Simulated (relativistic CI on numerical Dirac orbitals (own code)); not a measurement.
# What each ingredient does to the levels of Cl¹²⁺

Base calculation: Dirac-Coulomb-Breit CI, orbitals from a KLI potential per configuration, QED by a radiative potential, unscaled Slater integrals.

CI space (outside the closed core 1s2): 2s2 2p, 2s 2p2, 2p3, 2p2 3s, 2p2 3p, 2p2 3d, 2s2 3s, 2s2 3p, 2s2 3d, 2s 2p 3s, 2s 2p 3p, 2s 2p 3d, 2s2 4s, 2s2 4p, 2s2 4d, 2s2 4f. Levels of other configurations are missing.

The lowest level and the first level of each name with at least 55 % of one term (blank where a level has no safe partner in the second run):

| Level | Base (eV) | Shift (eV) |
| --- | --- | --- |
| 2s2 2p 2P°_1/2 | 0.000 | 0.000 |
| 2s2 2p 2P°_3/2 | 2.148 | +0.066 |
| 2s 2p2 4P_1/2 | 25.728 | -3.402 |
| 2s 2p2 4P_3/2 | 26.524 | -3.401 |
| 2s 2p2 4P_5/2 | 27.619 | -3.398 |
| 2s 2p2 2D_3/2 | 47.411 | -2.971 |
| 2s 2p2 2D_5/2 | 47.469 | -2.974 |
| 2s 2p2 2S_1/2 | 59.948 | -3.281 |
| 2s 2p2 2P_1/2 | 63.654 | -2.742 |
| 2s 2p2 2P_3/2 | 64.704 | -2.678 |
| 2p3 4S°_3/2 | 82.263 | -3.475 |
| 2p3 2D°_3/2 | 93.978 | -3.046 |
| 2p3 2D°_5/2 | 94.097 | -2.962 |
| 2p3 2P°_1/2 | 105.657 | -6.200 |
| 2p3 2P°_3/2 | 105.990 | -6.158 |
| 2s2 3s 2S_1/2 | 367.560 | +2.910 |
| 2s2 3p 2P°_1/2 | 380.720 | +3.203 |
| 2s2 3p 2P°_3/2 | 381.313 | +3.197 |
| 2s2 3d 2D_3/2 | 393.671 | +1.947 |
| 2s2 3d 2D_5/2 | 393.831 | +1.938 |
| 2s 2p 3s 4P°_1/2 | 394.499 | -2.837 |
| 2s 2p 3s 4P°_3/2 | 395.181 | -2.838 |

At this charge energies of transitions that change n are usually good to better than 1 %, and those within a shell (Δn = 0) to a few per cent.

(1) One thing was changed in a second run, which moved the levels as shown. Which?
A. QED terms removed
B. configuration mixing switched off
C. Breit term removed
D. non-relativistic limit

Results:

(1) B. Configuration mixing switched off. Without mixing, levels that were pushed by configurations of the same parity and J return to their single-configuration places.
